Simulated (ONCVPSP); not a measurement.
**How hard is this La ONCV potential?**

La, optimised norm-conserving Vanderbilt (ONCV), made with ONCVPSP 4.0.1 (LDA (Perdew-Zunger), scalar-relativistic). Core [Kr] 4d10, reference 5s2 5p6 5d1 6s2. Waves: 5s+6s: rc 2.15 bohr, ncon 3, nbas 6, qcut 4.8 1/bohr, 2 projectors; 5p: rc 1.80 bohr, ncon 4, nbas 8, qcut 4.3 1/bohr, 2 projectors, debl 2.8 Ha; 5d: rc 3.00 bohr, ncon 4, nbas 8, qcut 4.1 1/bohr, 1 projector; f scattering state at 0.03 Ha: rc 3.05 bohr, ncon 3, nbas 7, qcut 3.2 1/bohr, 1 projector. Local part: polynomial inside 1.50 bohr (lpopt 5, dvloc0 0 Ha). Core correction: none.

In the f channel the program set the typed energies aside and used -0.168 Ha.

Problem. For each optimised wave give the share of its norm inside rc, the residual kinetic energy above qcut (Ha) and the cutoffs (Ha) for errors of 10, 1, 0.1 and 0.01 mHa per electron.

Solution.

| wave | norm inside rc | residual KE | 10 mHa | 1 mHa | 0.1 mHa | 0.01 mHa |
| --- | --- | --- | --- | --- | --- | --- |
| 5s | 0.878 | 3.9e-05 | 6.7 | 8.9 | 11.1 | 23.0 |
| 6s | 0.049 | 2.1e-05 | 5.0 | 8.2 | 10.3 | 13.4 |
| 5p | 0.542 | 5.0e-03 | 7.4 | 31.7 | 60.8 | 70.8 |
| p projector 2 | 0.090 | 9.6e-03 | 9.1 | 20.4 | 42.9 | 65.1 |
| 5d | 0.587 | 5.2e-06 | 4.1 | 5.7 | 6.9 | 8.2 |
| f projector 1 | 0.978 | 1.9e-01 | 23.4 | 44.3 | 98.2 | not reached |

The occupied waves need 32 Ha and 61 Ha for 1 and 0.1 mHa. Note: no bound ghost flagged; GHOST(+) flagged for s at 19.7 eV, p at 163.0 eV. Its largest configuration-test error is +1758 meV.
